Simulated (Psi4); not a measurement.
Psi4 was given this input:
```
memory 2 GB

molecule {
0 2
  Si    0.30534902    0.30108305    0.30322167
  Cl   -0.85134863   -0.87589088    1.47732074
  Cl    1.47133362   -0.85554212   -0.88186222
  Cl   -0.87144888    1.48348225   -0.84517049
}

set basis def2-qzvpp
set reference uhf
set freeze_core true

energy('mp2')
print_variables()
```

Problem. Give the total energy at the level MP2/def2-QZVPP run with Psi4.

Solution. -1668.3728 Eh

Problem. Give the number of basis functions at the level MP2/def2-QZVPP.

Solution. 280

Problem. Give the SCF-reference <S^2> at the level MP2/def2-QZVPP.

Solution. 0.755

Problem. What MP2 correlation energy does MP2/def2-QZVPP give?

Solution. -0.7230 Eh

These values belong to the state on which the SCF converged, which isn't shown to be the lowest.
